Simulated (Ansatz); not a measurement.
Harmonic vibrations of CH7OSbSi, SMILES `[OH][SbH][CH2][SiH3]` by finite differences.

```yaml
crystal:
  periodic: [false, false, false]
  atoms:
    - {symbol: O, position_ang: [-0.711466, 1.856035, -0.679162]}
    - {symbol: Sb, position_ang: [0.377639, 1.683989, 0.963721]}
    - {symbol: C, position_ang: [0.843959, -0.396774, 0.663128]}
    - {symbol: Si, position_ang: [-0.214429, -1.228325, -0.642613]}
    - {symbol: H, position_ang: [-0.367301, 2.549405, -1.246622]}
    - {symbol: H, position_ang: [-0.991710, 1.315749, 1.926883]}
    - {symbol: H, position_ang: [1.900559, -0.478506, 0.396263]}
    - {symbol: H, position_ang: [0.704604, -0.902508, 1.623020]}
    - {symbol: H, position_ang: [-1.658686, -1.030071, -0.365141]}
    - {symbol: H, position_ang: [0.117625, -0.732254, -2.000873]}
    - {symbol: H, position_ang: [0.064405, -2.693639, -0.618004]}
basis:
  gaussian: {orbitals: def2-TZVP}
hamiltonian: {xc: pbe0, dispersion: d4}
phonons: {temperatures: {t_min: 298.15, t_max: 900, t_step: 200}}
```

```sh
$ ansatz run in.yaml --threads 4 --pin off --events-out ev --progress --plain --max-ram 10444MiB
```

It prints (some lines left out):

```
Functional definition: PBE0
mean field -17608.33597788 eV, -647.0944118283 hartree, gradient 4.8e-5 eV, S^2 0.000000; 0 other end points of the search recorded, 0 dependent functions left out
mean field -17608.33591184 eV, -647.0944094012 hartree, gradient 2.1e-6 eV, S^2 0.000000; 0 other end points of the search recorded, 0 dependent functions left out
mean field -17608.33595777 eV, -647.0944110894 hartree, gradient 2.1e-6 eV, S^2 0.000000; 0 other end points of the search recorded, 0 dependent functions left out
mean field -17608.33590845 eV, -647.0944092769 hartree, gradient 2.1e-6 eV, S^2 0.000000; 0 other end points of the search recorded, 0 dependent functions left out
mean field -17608.33586008 eV, -647.0944074992 hartree, gradient 2.1e-6 eV, S^2 0.000000; 0 other end points of the search recorded, 0 dependent functions left out
mean field -17608.33585897 eV, -647.0944074584 hartree, gradient 2.1e-6 eV, S^2 0.000000; 0 other end points of the search recorded, 0 dependent functions left out
mean field -17608.33589007 eV, -647.0944086013 hartree, gradient 2.1e-6 eV, S^2 0.000000; 0 other end points of the search recorded, 0 dependent functions left out
mean field -17608.33593535 eV, -647.0944102653 hartree, gradient 2.1e-6 eV, S^2 0.000000; 0 other end points of the search recorded, 0 dependent functions left out
mean field -17608.33589747 eV, -647.0944088731 hartree, gradient 2.1e-6 eV, S^2 0.000000; 0 other end points of the search recorded, 0 dependent functions left out
mean field -17608.33596597 eV, -647.0944113905 hartree, gradient 2.1e-6 eV, S^2 0.000000; 0 other end points of the search recorded, 0 dependent functions left out
mean field -17608.33588382 eV, -647.0944083717 hartree, gradient 2.1e-6 eV, S^2 0.000000; 0 other end points of the search recorded, 0 dependent functions left out
mean field -17608.33594285 eV, -647.0944105408 hartree, gradient 2.1e-6 eV, S^2 0.000000; 0 other end points of the search recorded, 0 dependent functions left out
mean field -17608.33588316 eV, -647.0944083474 hartree, gradient 2.1e-6 eV, S^2 0.000000; 0 other end points of the search recorded, 0 dependent functions left out
mean field -17608.33584963 eV, -647.0944071151 hartree, gradient 2.1e-6 eV, S^2 0.000000; 0 other end points of the search recorded, 0 dependent functions left out
mean field -17608.33583513 eV, -647.0944065823 hartree, gradient 2.1e-6 eV, S^2 0.000000; 0 other end points of the search recorded, 0 dependent functions left out
mean field -17608.33587704 eV, -647.0944081226 hartree, gradient 2.1e-6 eV, S^2 0.000000; 0 other end points of the search recorded, 0 dependent functions left out
mean field -17608.33590962 eV, -647.0944093197 hartree, gradient 2.1e-6 eV, S^2 0.000000; 0 other end points of the search recorded, 0 dependent functions left out
mean field -17608.33586207 eV, -647.0944075723 hartree, gradient 2.1e-6 eV, S^2 0.000000; 0 other end points of the search recorded, 0 dependent functions left out
mean field -17608.33583568 eV, -647.0944066026 hartree, gradient 2.1e-6 eV, S^2 0.000000; 0 other end points of the search recorded, 0 dependent functions left out
mean field -17608.33588310 eV, -647.0944083452 hartree, gradient 2.1e-6 eV, S^2 0.000000; 0 other end points of the search recorded, 0 dependent functions left out
mean field -17608.33588147 eV, -647.0944082852 hartree, gradient 2.1e-6 eV, S^2 0.000000; 0 other end points of the search recorded, 0 dependent functions left out
mean field -17608.33585076 eV, -647.0944071566 hartree, gradient 2.1e-6 eV, S^2 0.000000; 0 other end points of the search recorded, 0 dependent functions left out
mean field -17608.33592650 eV, -647.0944099402 hartree, gradient 2.1e-6 eV, S^2 0.000000; 0 other end points of the search recorded, 0 dependent functions left out
mean field -17608.33586319 eV, -647.0944076135 hartree, gradient 2.1e-6 eV, S^2 0.000000; 0 other end points of the search recorded, 0 dependent functions left out
mean field -17608.33590348 eV, -647.0944090941 hartree, gradient 2.1e-6 eV, S^2 0.000000; 0 other end points of the search recorded, 0 dependent functions left out
mean field -17608.33595705 eV, -647.0944110627 hartree, gradient 2.1e-6 eV, S^2 0.000000; 0 other end points of the search recorded, 0 dependent functions left out
mean field -17608.33594933 eV, -647.0944107790 hartree, gradient 2.1e-6 eV, S^2 0.000000; 0 other end points of the search recorded, 0 dependent functions left out
mean field -17608.33590329 eV, -647.0944090871 hartree, gradient 2.1e-6 eV, S^2 0.000000; 0 other end points of the search recorded, 0 dependent functions left out
mean field -17608.33587978 eV, -647.0944082231 hartree, gradient 2.1e-6 eV, S^2 0.000000; 0 other end points of the search recorded, 0 dependent functions left out
mean field -17608.33591268 eV, -647.0944094322 hartree, gradient 2.1e-6 eV, S^2 0.000000; 0 other end points of the search recorded, 0 dependent functions left out
mean field -17608.33591560 eV, -647.0944095395 hartree, gradient 2.1e-6 eV, S^2 0.000000; 0 other end points of the search recorded, 0 dependent functions left out
mean field -17608.33594076 eV, -647.0944104641 hartree, gradient 2.1e-6 eV, S^2 0.000000; 0 other end points of the search recorded, 0 dependent functions left out
mean field -17608.33595511 eV, -647.0944109916 hartree, gradient 2.1e-6 eV, S^2 0.000000; 0 other end points of the search recorded, 0 dependent functions left out
mean field -17608.33597934 eV, -647.0944118821 hartree, gradient 2.1e-6 eV, S^2 0.000000; 0 other end points of the search recorded, 0 dependent functions left out
mean field -17608.33596331 eV, -647.0944112930 hartree, gradient 2.1e-6 eV, S^2 0.000000; 0 other end points of the search recorded, 0 dependent functions left out
mean field -17608.33596968 eV, -647.0944115268 hartree, gradient 2.1e-6 eV, S^2 0.000000; 0 other end points of the search recorded, 0 dependent functions left out
mean field -17608.33595272 eV, -647.0944109037 hartree, gradient 2.1e-6 eV, S^2 0.000000; 0 other end points of the search recorded, 0 dependent functions left out
mean field -17608.33588482 eV, -647.0944084082 hartree, gradient 2.1e-6 eV, S^2 0.000000; 0 other end points of the search recorded, 0 dependent functions left out
mean field -17608.33587601 eV, -647.0944080846 hartree, gradient 2.1e-6 eV, S^2 0.000000; 0 other end points of the search recorded, 0 dependent functions left out
mean field -17608.33596467 eV, -647.0944113430 hartree, gradient 2.1e-6 eV, S^2 0.000000; 0 other end points of the search recorded, 0 dependent functions left out
mean field -17608.33596804 eV, -647.0944114665 hartree, gradient 2.1e-6 eV, S^2 0.000000; 0 other end points of the search recorded, 0 dependent functions left out
mean field -17608.33596103 eV, -647.0944112090 hartree, gradient 2.1e-6 eV, S^2 0.000000; 0 other end points of the search recorded, 0 dependent functions left out
mean field -17608.33595942 eV, -647.0944111499 hartree, gradient 2.1e-6 eV, S^2 0.000000; 0 other end points of the search recorded, 0 dependent functions left out
mean field -17608.33596958 eV, -647.0944115231 hartree, gradient 2.1e-6 eV, S^2 0.000000; 0 other end points of the search recorded, 0 dependent functions left out
mean field -17608.33595893 eV, -647.0944111320 hartree, gradient 2.1e-6 eV, S^2 0.000000; 0 other end points of the search recorded, 0 dependent functions left out
mean field -17608.33594846 eV, -647.0944107472 hartree, gradient 2.1e-6 eV, S^2 0.000000; 0 other end points of the search recorded, 0 dependent functions left out
mean field -17608.33594829 eV, -647.0944107409 hartree, gradient 2.1e-6 eV, S^2 0.000000; 0 other end points of the search recorded, 0 dependent functions left out
mean field -17608.33589884 eV, -647.0944089236 hartree, gradient 2.1e-6 eV, S^2 0.000000; 0 other end points of the search recorded, 0 dependent functions left out
mean field -17608.33589300 eV, -647.0944087088 hartree, gradient 2.1e-6 eV, S^2 0.000000; 0 other end points of the search recorded, 0 dependent functions left out
mean field -17608.33591714 eV, -647.0944095960 hartree, gradient 2.1e-6 eV, S^2 0.000000; 0 other end points of the search recorded, 0 dependent functions left out
mean field -17608.33593126 eV, -647.0944101152 hartree, gradient 2.1e-6 eV, S^2 0.000000; 0 other end points of the search recorded, 0 dependent functions left out
mean field -17608.33596053 eV, -647.0944111906 hartree, gradient 2.1e-6 eV, S^2 0.000000; 0 other end points of the search recorded, 0 dependent functions left out
mean field -17608.33598042 eV, -647.0944119217 hartree, gradient 2.1e-6 eV, S^2 0.000000; 0 other end points of the search recorded, 0 dependent functions left out
mean field -17608.33596684 eV, -647.0944114225 hartree, gradient 2.1e-6 eV, S^2 0.000000; 0 other end points of the search recorded, 0 dependent functions left out
mean field -17608.33597311 eV, -647.0944116528 hartree, gradient 2.1e-6 eV, S^2 0.000000; 0 other end points of the search recorded, 0 dependent functions left out
mean field -17608.33596763 eV, -647.0944114515 hartree, gradient 2.1e-6 eV, S^2 0.000000; 0 other end points of the search recorded, 0 dependent functions left out
mean field -17608.33597088 eV, -647.0944115710 hartree, gradient 2.1e-6 eV, S^2 0.000000; 0 other end points of the search recorded, 0 dependent functions left out
mean field -17608.33595741 eV, -647.0944110762 hartree, gradient 2.1e-6 eV, S^2 0.000000; 0 other end points of the search recorded, 0 dependent functions left out
mean field -17608.33597369 eV, -647.0944116744 hartree, gradient 2.1e-6 eV, S^2 0.000000; 0 other end points of the search recorded, 0 dependent functions left out
mean field -17608.33591687 eV, -647.0944095863 hartree, gradient 2.1e-6 eV, S^2 0.000000; 0 other end points of the search recorded, 0 dependent functions left out
mean field -17608.33594266 eV, -647.0944105338 hartree, gradient 2.1e-6 eV, S^2 0.000000; 0 other end points of the search recorded, 0 dependent functions left out
mean field -17608.33596808 eV, -647.0944114683 hartree, gradient 2.1e-6 eV, S^2 0.000000; 0 other end points of the search recorded, 0 dependent functions left out
mean field -17608.33597161 eV, -647.0944115980 hartree, gradient 2.1e-6 eV, S^2 0.000000; 0 other end points of the search recorded, 0 dependent functions left out
mean field -17608.33591432 eV, -647.0944094926 hartree, gradient 2.1e-6 eV, S^2 0.000000; 0 other end points of the search recorded, 0 dependent functions left out
mean field -17608.33593670 eV, -647.0944103148 hartree, gradient 2.1e-6 eV, S^2 0.000000; 0 other end points of the search recorded, 0 dependent functions left out
mean field -17608.33596934 eV, -647.0944115143 hartree, gradient 2.1e-6 eV, S^2 0.000000; 0 other end points of the search recorded, 0 dependent functions left out
mean field -17608.33597350 eV, -647.0944116673 hartree, gradient 2.1e-6 eV, S^2 0.000000; 0 other end points of the search recorded, 0 dependent functions left out
Total energy: -17608.56976608 eV, -647.1030033862 hartree
Atom 0 at    -0.711466     1.856035    -0.679162 Å, force    -0.000979    -0.001823     0.000201 eV/Å
Atom 1 at     0.377639     1.683989     0.963721 Å, force     0.001538     0.001673     0.001163 eV/Å
Atom 2 at     0.843959    -0.396774     0.663128 Å, force    -0.004061    -0.001135    -0.000476 eV/Å
Atom 3 at    -0.214429    -1.228325    -0.642613 Å, force     0.001581    -0.000316    -0.001636 eV/Å
Atom 4 at    -0.367301     2.549405    -1.246622 Å, force     0.000965     0.000380     0.000459 eV/Å
Atom 5 at    -0.991710     1.315749     1.926883 Å, force    -0.000198    -0.000410    -0.000717 eV/Å
Atom 6 at     1.900559    -0.478506     0.396263 Å, force     0.000353     0.000317    -0.000742 eV/Å
Atom 7 at     0.704604    -0.902508     1.623020 Å, force     0.000475     0.000906     0.000530 eV/Å
Atom 8 at    -1.658686    -1.030071    -0.365141 Å, force     0.000213     0.000611     0.001270 eV/Å
Atom 9 at     0.117625    -0.732254    -2.000873 Å, force     0.000020     0.000730    -0.000991 eV/Å
Atom 10 at     0.064405    -2.693639    -0.618004 Å, force     0.000093    -0.000932     0.000938 eV/Å
Dipole moment:     0.382310     0.213179     0.167426 e Å
Vibrations: 49.98 119.27 167.91 192.32 230.89 458.72 484.49 591.52 599.46 665.74 677.49 731.62 788.24 916.37 925.05 940.72 959.64 998.27 1047.16 1396.11 1943.13 2195.87 2238.53 2245.04 3069.45 3130.47 3894.77 cm⁻¹, zero-point energy 1.962561 eV
```

It took 2.9 min on 4 threads of an Arm Neoverse V1 on a shared host, with 0.51 GiB of host memory at the peak.
